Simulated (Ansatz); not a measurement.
Spectroscopic constants of TeP, multiplicity 4 (an upper state: multiplicity 2 came lower at CCSD(T)/def2-TZVPP on PBE0 minima). No spin–orbit coupling.

Seven points along R, fitted to fifth degree in 1/R; most abundant isotopes. In def2 and cc sets the state is the lowest found near the PBE0 minimum, followed along R.

Codes used: Ansatz (a program for electronic structure) with Gaussian orbitals.  In def2 rows elements past Kr take small-core potentials, without spin–orbit coupling.

```json
[
 {"level": "PBE/def2-TZVPP", "r_e (Å)": "2.492", "ω_e (cm⁻¹)": "333", "B_e (cm⁻¹)": "0.109", "α_e (cm⁻¹)": "0.00048", "dipole (D)": "0.89"},
 {"level": "PBE0/def2-TZVPP", "r_e (Å)": "2.466", "ω_e (cm⁻¹)": "348", "B_e (cm⁻¹)": "0.111", "α_e (cm⁻¹)": "0.00048", "dipole (D)": "0.71"},
 {"level": "wB97X-V/def2-TZVPP", "r_e (Å)": "2.454", "ω_e (cm⁻¹)": "358", "B_e (cm⁻¹)": "0.112", "α_e (cm⁻¹)": "0.00047", "dipole (D)": "0.63"},
 {"level": "CCSD/def2-TZVPP", "r_e (Å)": "2.482", "ω_e (cm⁻¹)": "337", "B_e (cm⁻¹)": "0.109", "α_e (cm⁻¹)": "0.00051", "dipole (D)": "-"},
 {"level": "CCSD(T)/def2-TZVPP", "r_e (Å)": "2.489", "ω_e (cm⁻¹)": "331", "B_e (cm⁻¹)": "0.109", "α_e (cm⁻¹)": "0.00053", "dipole (D)": "-"}
]
```

Correlated levels freeze the inner cores; with def2 sets outer-core shells near the valence are correlated too.
